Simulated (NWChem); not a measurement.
Species: C2H6BFO; SMILES CB(O)CF

```xyz
11

C     -0.5381     1.9847     0.0056
B      0.0645     0.5310    -0.0066
O      1.4076     0.3421    -0.0039
C     -0.8334    -0.7877    -0.0114
F      0.0157    -1.9217     0.0093
H      0.2319     2.7500    -0.1361
H     -1.3065     2.1191    -0.7675
H     -1.0371     2.1867     0.9646
H      1.5840    -0.6171     0.0010
H     -1.4677    -0.8630    -0.9058
H     -1.4998    -0.8536     0.8598
```
Atoms are numbered in this order, from 1.

Results from NWChem. Medium grid unless said otherwise, to which SCAN and Minnesota functionals are sensitive. The geometry was optimised at B3LYP/6-31G* (spherical d). Total energies of different functionals are on different scales.

| level | energy (Ha) | highest occupied level (eV) | orbital gap (eV) | dipole (D) |
|---|---|---|---|---|
| PBE/def2-TZVP | -279.5873 | -7.07 | 6.37 | 1.37 |
| B3LYP/def2-TZVP | -279.9292 | -8.42 | 8.50 | 1.52 |
| r2SCAN/def2-TZVP | -279.7714 | -7.39 | 7.08 | 1.46 |
| BLYP/def2-TZVP | -279.8389 | -7.02 | 6.44 | 1.39 |
| TPSSh/def2-TZVP | -279.9235 | -7.81 | 7.68 | 1.44 |
| Hartree-Fock/def2-TZVP | -278.3918 | ___ | ___ | ___ |

Complete the blanks.


- Hartree-Fock/def2-TZVP, highest occupied level (eV): -12.38
- Hartree-Fock/def2-TZVP, orbital gap (eV): 15.33
- Hartree-Fock/def2-TZVP, dipole (D): 1.84
